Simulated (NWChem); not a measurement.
Species: GeH$_{3}$TeI; SMILES [Te](I)[GeH3]

```xyz
6

Te     1.0767    -0.4821     0.0000
I     -0.3797     1.8178     0.0000
Ge    -0.9934    -2.0103     0.0000
H     -0.4261    -3.4418     0.0000
H     -1.8238    -1.7505     1.2654
H     -1.8238    -1.7505    -1.2654
```
Atoms are numbered in this order, from 1.

The geometry was optimised at PBE0/def2-SVP. Not confirmed as a minimum by frequencies. def2 effective core potentials on Te, I; no spin-orbit coupling.

Symmetry labels are those of Cs in the frame above (b1 and b2, or b-type labels, depend on it).

### Question
List the 4 lowest vertical singlet excitations from PBE0/def2-SVPD with def2 effective core potentials on Te, I, TDA (NWChem).

### Answer
| state | energy (eV) | oscillator strength | symmetry | leading excitation (squared amplitude) |
|---|---|---|---|---|
| S1 | 2.07 | 0.001 | a" | HOMO → LUMO (1.00) |
| S2 | 3.26 | 0.003 | a' | HOMO−1 → LUMO (0.99) |
| S3 | 3.89 | 0.002 | a" | HOMO−2 → LUMO (0.87) |
| S4 | 4.03 | 0.002 | a" | HOMO → LUMO+1 (0.86) |
